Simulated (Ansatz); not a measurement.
C$_{2}$H$_{6}$N (SMILES [CH2-]CN), charge -1, singlet, at a GFN2-xTB geometry (a gas-phase anion, which may not be bound at this level). Base run: MP2/6-31G** (Ansatz, a first-principles code).

Ansatz was given this input:
Ansatz 0.2 input:
```yaml
crystal:
  periodic: [false, false, false]
  atoms:
    - {symbol: C, position_ang: [1.34206891, -0.30342750, -0.00661096]}
    - {symbol: C, position_ang: [0.14876589, 0.55092354, -0.00453656]}
    - {symbol: N, position_ang: [-1.30721820, -0.07433856, 0.00884616]}
    - {symbol: H, position_ang: [1.32777328, -0.97632740, 0.89192972]}
    - {symbol: H, position_ang: [1.31633528, -0.98796197, -0.89606266]}
    - {symbol: H, position_ang: [0.10851373, 1.19267402, -0.89918986]}
    - {symbol: H, position_ang: [0.11990906, 1.20426517, 0.88213160]}
    - {symbol: H, position_ang: [-1.32833243, -0.69336521, 0.82186557]}
    - {symbol: H, position_ang: [-1.33868028, -0.70389088, -0.79571234]}
basis:
  gaussian:
    orbitals: 6-31G__.json
total_charge: -1
magnetization: {spin_polarized: false}
correlation: {method: mp2}
```
The basis file holds 6-31G** in the JSON format of the Basis Set Exchange.

Variants of this job, named by their change:

```json
[
 {"change": "base", "basis functions": "75", "E (Eh)": "-134.02539", "MP2 correlation (Eh)": "-0.47780"},
 {"change": "basis = STO-3G", "basis functions": "21", "E (Eh)": "-131.89224", "MP2 correlation (Eh)": "-0.14184"},
 {"change": "basis = 3-21G", "basis functions": "39", "E (Eh)": "-133.07901", "MP2 correlation (Eh)": "-0.29268"},
 {"change": "basis = 6-31G", "basis functions": "39", "E (Eh)": "-133.77964", "MP2 correlation (Eh)": "-0.30193"},
 {"change": "basis = pcseg-0", "basis functions": "39", "E (Eh)": "-133.45410", "MP2 correlation (Eh)": "-0.30093"},
 {"change": "basis = 6-31+G*", "basis functions": "69", "E (Eh)": "-134.01987", "MP2 correlation (Eh)": "-0.45517"},
 {"change": "basis = def2-SVPD", "basis functions": "108", "E (Eh)": "-133.98372", "MP2 correlation (Eh)": "-0.51129"},
 {"change": "basis = 6-311++G**", "basis functions": "108", "E (Eh)": "-134.12540", "MP2 correlation (Eh)": "-0.51965"},
 {"change": "basis = 6-311+G(2d,p)", "basis functions": "117", "E (Eh)": "-134.15225", "MP2 correlation (Eh)": "-0.54366"},
 {"change": "basis = cc-pVTZ", "basis functions": "174", "E (Eh)": "-134.20261", "MP2 correlation (Eh)": "-0.59612"},
 {"change": "basis = pc-2", "basis functions": "174", "E (Eh)": "-134.20421", "MP2 correlation (Eh)": "-0.59008"},
 {"change": "basis = pcseg-2", "basis functions": "174", "E (Eh)": "-134.20149", "MP2 correlation (Eh)": "-0.59111"},
 {"change": "basis = def2-TZVPP", "basis functions": "177", "E (Eh)": "-134.21119", "MP2 correlation (Eh)": "-0.59612"}
]
```

Totals compare only among sets that treat the same electrons; sets with core potentials leave the core out.

A gas-phase anion may not be bound at this level; its values then depend on the basis.
